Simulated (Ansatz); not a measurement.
CH5Ga (SMILES [CH3][GaH2]) moved off its minimum; all values from Ansatz (a first-principles code), cores frozen in correlated methods.
(charge 0, multiplicity 1)
```xyz
7

Ga    -0.0276    -0.2013    -0.3423
H     -1.3166    -0.3274    -1.1967
H      1.3806    -0.8085    -0.9448
C     -0.0264     0.7140     1.3873
H     -0.0829     1.8217     1.1843
H      0.8500     0.5423     1.9767
H     -0.8794     0.4519     1.9626
```

Forces at PBE/def2-TZVPP (eV/Å):

```csv
atom,Fx,Fy,Fz
Ga1,1.036,-0.353,-0.305
H2,-0.326,-0.039,-0.198
H3,-0.635,0.251,0.246
C4,0.231,1.248,-0.955
H5,-0.017,-0.698,0.146
H6,0.813,-0.176,0.402
H7,-1.102,-0.233,0.664
```

Problem. Give the forces (eV/Å), the total energy and the dipole at CCSD(T)/cc-pVTZ.

Solution. 
| atom | Fx | Fy | Fz |
|---|---|---|---|
| Ga1 | 1.140 | -0.437 | -0.411 |
| H2 | -0.485 | -0.051 | -0.295 |
| H3 | -0.567 | 0.221 | 0.214 |
| C4 | 0.210 | 1.436 | -0.642 |
| H5 | -0.003 | -0.889 | 0.221 |
| H6 | 0.625 | -0.121 | 0.321 |
| H7 | -0.920 | -0.158 | 0.593 |
Energy -1964.3659 hartree, dipole 0.78 D.
